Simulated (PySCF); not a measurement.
# PySCF run on LiZn

File input.py (PySCF 2.14):

```python
from pyscf import gto, scf

mol = gto.M(
    atom='Li 0 0 0; Zn 0 0 2.475',
    basis='def2-svpd',
    charge=0,
    spin=1,
    symmetry=True,
    verbose=4,
)
mf = scf.UHF(mol)
mf.kernel()
mf.dip_moment()
print('orbital energies (hartree):', [e[max(0, n-3):n+3].round(4) for e, n in zip(mf.mo_energy, mol.nelec)])
```

```bash
$ OMP_NUM_THREADS=1 python input.py
```

Output (some set-up lines and the per-cycle HOMO/LUMO lines with their warnings removed):

```
PySCF version 2.14.0

[INPUT] Symbol           X                Y                Z      unit          X                Y                Z       unit  Magmom
[INPUT]  1 Li     0.000000000000   0.000000000000   0.000000000000 AA    0.000000000000   0.000000000000   0.000000000000 Bohr   0.0
[INPUT]  2 Zn     0.000000000000   0.000000000000   2.475000000000 AA    0.000000000000   0.000000000000   4.677072158299 Bohr   0.0

nuclear repulsion = 19.2428076698182
point group symmetry = Coov
symmetry origin: [0.         0.         4.25188378]
symmetry axis x: [1. 0. 0.]
symmetry axis y: [0. 1. 0.]
symmetry axis z: [0. 0. 1.]
num. orbitals of irrep A1 = 18
num. orbitals of irrep E1x = 10
num. orbitals of irrep E1y = 10
num. orbitals of irrep E2x = 3
num. orbitals of irrep E2y = 3
num. orbitals of irrep E3x = 1
num. orbitals of irrep E3y = 1
number of shells = 18
number of NR pGTOs = 95
number of NR cGTOs = 46
basis = def2-svpd
ecp = {}

******** <class 'pyscf.scf.uhf_symm.SymAdaptedUHF'> ********
method = SymAdaptedUHF
initial guess = minao
damping factor = 0
level_shift factor = 0
DIIS = <class 'pyscf.scf.diis.CDIIS'>
SCF conv_tol = 1e-09
SCF max_cycles = 50
number electrons alpha = 17  beta = 16
Freeze 0 electrons in irreps []
    33 free electrons in irreps A1 E1x E1y E2x E2y E3x E3y
init E= -1784.60927809717

cycle= 1 E= -1784.96766977017  delta_E= -0.358  |g|= 0.046  |ddm|= 0.891
cycle= 2 E= -1784.97266771527  delta_E= -0.005  |g|= 0.0212  |ddm|= 0.236
cycle= 3 E= -1784.9738149734  delta_E= -0.00115  |g|= 0.0136  |ddm|= 0.119
cycle= 4 E= -1784.97442766505  delta_E= -0.000613  |g|= 0.00767  |ddm|= 0.0934
cycle= 5 E= -1784.97489144443  delta_E= -0.000464  |g|= 0.00552  |ddm|= 0.071
cycle= 6 E= -1784.97526799  delta_E= -0.000377  |g|= 0.00357  |ddm|= 0.067
cycle= 7 E= -1784.97547117287  delta_E= -0.000203  |g|= 0.0015  |ddm|= 0.0637
cycle= 8 E= -1784.97549470116  delta_E= -2.35e-05  |g|= 0.000476  |ddm|= 0.0288
cycle= 9 E= -1784.97549796321  delta_E= -3.26e-06  |g|= 0.000248  |ddm|= 0.011
cycle= 10 E= -1784.97549835732  delta_E= -3.94e-07  |g|= 0.00015  |ddm|= 0.00217
cycle= 11 E= -1784.97549875636  delta_E= -3.99e-07  |g|= 5.95e-05  |ddm|= 0.00437
cycle= 12 E= -1784.97549878274  delta_E= -2.64e-08  |g|= 2.35e-05  |ddm|= 0.00107
cycle= 13 E= -1784.97549878773  delta_E= -4.99e-09  |g|= 4.57e-06  |ddm|= 0.000454
cycle= 14 E= -1784.97549878795  delta_E= -2.17e-10  |g|= 1.07e-06  |ddm|= 8.33e-05
Extra cycle  E= -1784.97549878795  delta_E= -4.32e-12  |g|= 6.45e-07  |ddm|= 9.61e-06
converged SCF energy = -1784.97549878795  <S^2> = 0.80820456  2S+1 = 2.0573814
Dipole moment(X, Y, Z, Debye):  0.00000,  0.00000,  0.53650
orbital energies (hartree): [array([-0.7872, -0.3325, -0.1692,  0.0147,  0.0147,  0.0199]), array([-0.788 , -0.7867, -0.32  ,  0.0272,  0.0301,  0.0301])]
```

In short: E(SCF) = -1784.975499 Eh, 14 cycles, ⟨S²⟩ = 0.808, μz(SCF) = 0.54 D.

It ran on Intel Xeon 6975P-C (1 thread, shared host) in 0.54 s.

The bond length is a typed value, not an optimised one. No search for the lowest solution was made.
